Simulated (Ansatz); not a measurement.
H6Cl2Ge2Si (SMILES Cl[Si](Cl)([GeH3])[GeH3]), singlet, geometry from GFN2-xTB, with bond 1-2 at 1.4 times its length.

Here is a job for Ansatz (a quantum-chemistry and plane-wave program).
Ansatz 0.2 input:
```yaml
crystal:
  periodic: [false, false, false]
  atoms:
    - {symbol: Cl, position_ang: [-0.10363553, 2.83793464, 1.24287442]}
    - {symbol: Si, position_ang: [-0.06318026, 0.38283923, -0.17761770]}
    - {symbol: Cl, position_ang: [-0.40946389, 0.76783779, -2.13622009]}
    - {symbol: Ge, position_ang: [2.07652943, -0.56250966, 0.03789841]}
    - {symbol: Ge, position_ang: [-1.81614928, -0.94929680, 0.63973674]}
    - {symbol: H, position_ang: [2.79080540, -0.78341755, -1.25754498]}
    - {symbol: H, position_ang: [2.03391547, -1.91524607, 0.68193174]}
    - {symbol: H, position_ang: [3.02124421, 0.23073272, 0.88394903]}
    - {symbol: H, position_ang: [-2.98822487, -0.17421803, 1.15180715]}
    - {symbol: H, position_ang: [-2.38179905, -1.90367691, -0.36392519]}
    - {symbol: H, position_ang: [-1.39738918, -1.80949872, 1.79251506]}
basis:
  gaussian:
    orbitals: STO-3G
magnetization: {spin_polarized: false}
correlation: {method: sc_nevpt2, electrons: all, active_space: {window: {electrons: 4, orbitals: 5}}}
```

Task: What is the computed total energy (Ansatz with SC-NEVPT2/STO-3G, CASSCF(4,5))?

Result: -5301.994264 Ha

Task: What is the computed number of basis functions (SC-NEVPT2/STO-3G, CASSCF(4,5))?

Result: 69
